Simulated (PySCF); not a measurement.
# Highest orbital energy against ionisation energy along the noble gases

Calculated with PySCF 2.14, no spin-orbit coupling. Each cell gives −ε(HOMO) / ΔSCF in eV; NIST values include spin-orbit coupling, (s) semi-empirical, (t) theoretical.

```json
{"species": "He⁺ (aug-cc-pVDZ-DK, spin-free X2C)", "UHF": "54.272 / 54.272", "LDA": "41.014 / 52.704", "PBE": "41.961 / 54.118", "PBE0": "45.077 / 54.197", "r2SCAN": "43.117 / 54.289", "NIST (lowest levels)": "54.418 (t)"}
{"species": "Ne⁺ (aug-cc-pVDZ-DK, spin-free X2C)", "UHF": "42.103 / 39.300", "LDA": "31.289 / 41.497", "PBE": "31.274 / 41.200", "PBE0": "34.259 / 41.058", "r2SCAN": "32.089 / 41.190", "NIST (lowest levels)": "40.963"}
{"species": "Ar⁺ (aug-cc-pVDZ-DK, spin-free X2C)", "UHF": "27.567 / 26.384", "LDA": "21.562 / 27.831", "PBE": "21.511 / 27.606", "PBE0": "23.301 / 27.616", "r2SCAN": "21.965 / 27.688", "NIST (lowest levels)": "27.630"}
{"species": "Kr⁺ (aug-cc-pVDZ-DK, spin-free X2C)", "UHF": "24.182 / 23.276", "LDA": "19.171 / 24.655", "PBE": "19.029 / 24.348", "PBE0": "20.593 / 24.383", "r2SCAN": "19.466 / 24.466", "NIST (lowest levels)": "24.360"}
```

How far is −ε(HOMO) from ΔSCF on average for each method, and why?

UHF 1.22 eV; LDA -8.41 eV; PBE -8.37 eV; PBE0 -6.01 eV; r2SCAN -7.75 eV. Hartree-Fock orbital energies lack relaxation and so exceed the ΔSCF value; semilocal functionals have convex E(N) from self-interaction, so their HOMO lies far too high; exact exchange moves hybrids part of the way back.
